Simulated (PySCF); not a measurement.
Calculation: B3LYP-D3(BJ)/def2-TZVP // PBE0-D4/def2-TZVP in PySCF 2.14.0. All species are isolated molecules in the gas phase. One relaxed conformer stands for a flexible species; it need not be the lowest. B3LYP has the VWN-RPA correlation part, as in Gaussian. Delta-SCF ions had no search for a lower state. Excitations are Tamm–Dancoff values on a coarser integration grid. The basis has no diffuse functions, so Rydberg states are missing or too high.

Reference species (SMILES): `[SiH3]Cl` (neutral, multiplicity 1).

```yaml
T1 excitation (TDA): 6.90 eV
vertical ionisation energy (Delta-SCF): 11.43 eV
S1 oscillator strength: 0.010
S1 excitation (TDA): 7.28 eV
```

After one change: the T1 excitation (TDA) decreases by 1.10 eV; the vertical ionisation energy (Delta-SCF) falls by 2.61 eV; the S1 oscillator strength stays essentially unchanged; the S1 excitation (TDA) drops by 1.20 eV.

Problem. Name the change that produced these shifts. The new species is one of these.
A) `CN(C)[SiH2]Cl` (C–N–Si–Cl torsion 79°)
B) `CS[SiH2]Cl` (C–S–Si–Cl torsion 64°)
C) `[SiH3]O[SiH2]Cl` (Si–O–Si–Cl torsion 41°)
D) `[AlH2][SiH2]Cl`

Solution. A, `CN(C)[SiH2]Cl` (C–N–Si–Cl torsion 79°)
